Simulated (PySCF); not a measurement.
O3S, SMILES O=S(=O)=O. The structure is a stationary point at PBE-D3(BJ)/def2-TZVP.

All values below come from PBE-D3(BJ)/def2-TZVP run with PySCF.

Harmonic wavenumbers (cm⁻¹): 468, 497, 497, 1021, 1345, 1345. Rotational constants (GHz): 10.10, 10.10, 5.048; symmetry number 6.

Problem. Work out the zero-point energy and the ideal-gas rigid-rotor harmonic-oscillator thermochemistry at 298.15 K and 1 atm.

Solution. ZPE = ½ Σ hcν = ½ × 5173 cm⁻¹ = 7.39 kcal/mol. H − E(el) = 10.24 kcal/mol. Entropy in cal/(mol K): translation 39.05, rotation 20.39, vibration 2.21, total 61.65. G − E(el) = -8.14 kcal/mol. Cp = 12.39 cal/(mol K).
